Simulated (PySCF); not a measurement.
C₅H₁₁O₂ (SMILES CC(C)(C)C(O)=[OH+]), charge +1, singlet, geometry from GFN2-xTB, with bond 17-6 at 2.0 times its length. Base run: DF-PBE/def2-SVP (PySCF).

The PySCF input:
```python
from pyscf import gto, scf, dft

mol = gto.Mole()
mol.atom = '''
    C    -1.11122537   -0.17288140   -1.33380704
    C    -0.57010329   -0.16996179    0.11985602
    C    -1.33695232    0.85239256    0.95921364
    C    -0.66467270   -1.57567562    0.71383606
    C     0.85397347    0.24309092   -0.06574510
    O     1.12576377    1.48989089   -0.06054431
    O     1.72292858   -0.66688557   -0.27850548
    H    -0.58137629   -0.88998833   -1.95530409
    H    -2.15651977   -0.46659898   -1.29127586
    H    -1.05348344    0.81511820   -1.78298812
    H    -2.37751648    0.54998635    1.02278069
    H    -1.29552996    1.84341474    0.51740807
    H    -0.93703627    0.90152611    1.96819509
    H    -0.24418740   -1.60083190    1.71530987
    H    -1.70924784   -1.86359540    0.77886709
    H    -0.14692126   -2.30500824    0.09817355
    H     2.95144259    2.07961437   -0.43608067
    H     2.64755800   -0.41460576   -0.47057695
'''
mol.basis = 'def2-svp'
mol.charge = 1
mol.verbose = 4
mol.build()

mf = dft.RKS(mol)
mf.xc = 'pbe'
mf = mf.density_fit(auxbasis='def2-universal-jkfit')
mf.kernel()
```

The base run was repeated with changes; each row names its change, and settings that it needs were set with it.

```
change                                       ΔE vs base (µEh)  SCF cycles                outcome
-------------------------------------------  ----------------  ----------  ---------------------
base                                                      0.0          15              converged
conv_tol = 1e-6                                           0.1          12              converged
diis_space = 12                                           0.0          14              converged
solver = newton                                           0.0           -              converged
solver = newton; init_guess = 1e                            -           -  cut at the time limit
diis_space = 20                                           0.0          14              converged
conv_tol_grad = 1e-7                                      0.0          19              converged
conv_tol_grad = 1e-3                                      0.0          15              converged
init_guess = sap                                          0.0          20              converged
level_shift = 0.5 (with mf.max_cycle = 100)               0.0          68              converged
```
